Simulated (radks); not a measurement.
Q: The mean radii <r> (bohr) of the occupied orbitals of an atom or ion are listed with their occupations. All-electron calculation, Dirac Kohn-Sham, relativistic LDA (MacDonald-Vosko exchange, VWN5 correlation), spin-unpolarised, spherical densities, finite nucleus; Fermi nuclear charge, rms radius of each element as measured or else 0.836 A^(1/3) + 0.57 fm. Program: a radial shooting solver on a logarithmic mesh with Libxc functionals.

orbital  occ.      <r>
1s1/2       2  0.02373
2s1/2       2   0.1008
2p1/2       2  0.08446
2p3/2       4  0.09085
3s1/2       2   0.2669
3p1/2       2   0.2563
3p3/2       4   0.2687
3d3/2       4   0.2399
3d5/2       6   0.2437
4s1/2       2   0.6015
4p1/2       2   0.6149
4p3/2       4   0.6413
4d3/2       4   0.6774
4d5/2       6   0.6862
5s1/2       2    1.307
5p1/2       2    1.399
5p3/2       3    1.451

Name the element and its charge.

A: Z = 60, neodymium, charge +7: Nd7+ in [Kr] 4d10 5s2 5p(1/2: 2, 3/2: 3). The 1s radius gives Z: for a bare nucleus <r> = (2 gamma + 1)/(2Z) with gamma = sqrt(1 - (Z/c)^2), 0.02332 bohr for Z = 60, and screening makes it slightly larger (0.02373 here). The occupations add up to 53, and the charge is Z minus that.
